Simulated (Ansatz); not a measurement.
`ClC[SiH2][SbH2]` and `ClC[SiH2][SnH3]` differ in one atom or group.

Ansatz, PBE0-D4/def2-TZVP geometries, multiplicity 1. Each molecule was computed in one conformer, which needn't be the lowest.

Elements past krypton have def2 core potentials.

```json
{"property": "LUMO energy (PBE0/def2-TZVPP) / eV", "`ClC[SiH2][SbH2]`": "-0.40"}
{"property": "HOMO energy (PBE0/def2-TZVPP) / eV", "`ClC[SiH2][SbH2]`": "-7.27"}
{"property": "HOMO–LUMO gap (PBE/def2-TZVPP) / eV", "`ClC[SiH2][SbH2]`": "5.15"}
{"property": "size of the dipole moment (PBE/def2-TZVPP) / D", "`ClC[SiH2][SbH2]`": "1.38"}
{"property": "LUMO energy (B3LYP/def2-TZVPP) / eV", "`ClC[SiH2][SbH2]`": "-0.62"}
{"property": "HOMO–LUMO gap (PBE0/def2-TZVPP) / eV", "`ClC[SiH2][SbH2]`": "6.87"}
```

Q: Give the same properties after the change, and the shifts. (An estimate is asked.)

A: Ansatz gave: 
```json
{"property": "LUMO energy (PBE0/def2-TZVPP) / eV", "`ClC[SiH2][SnH3]`": "-0.35", "shift": "0.05"}
{"property": "HOMO energy (PBE0/def2-TZVPP) / eV", "`ClC[SiH2][SnH3]`": "-7.96", "shift": "-0.69"}
{"property": "HOMO–LUMO gap (PBE/def2-TZVPP) / eV", "`ClC[SiH2][SnH3]`": "5.66", "shift": "0.51"}
{"property": "size of the dipole moment (PBE/def2-TZVPP) / D", "`ClC[SiH2][SnH3]`": "1.55", "shift": "0.17"}
{"property": "LUMO energy (B3LYP/def2-TZVPP) / eV", "`ClC[SiH2][SnH3]`": "-0.57", "shift": "0.05"}
{"property": "HOMO–LUMO gap (PBE0/def2-TZVPP) / eV", "`ClC[SiH2][SnH3]`": "7.61", "shift": "0.74"}
```

With PBE0 the HOMO falls by 0.69 eV and the LUMO rises by 0.05 eV, so the gap widens by about 0.74 eV. PBE moves the HOMO by -0.57 eV and ωB97M-V by -0.70 eV. Dipoles are sizes alone; their direction can turn.

B3LYP here is the variant with VWN-RPA as its local correlation; programs differ in this.

Spin–orbit coupling is left out; it splits and shifts lone-pair levels of the heavy atoms by tenths of an eV.
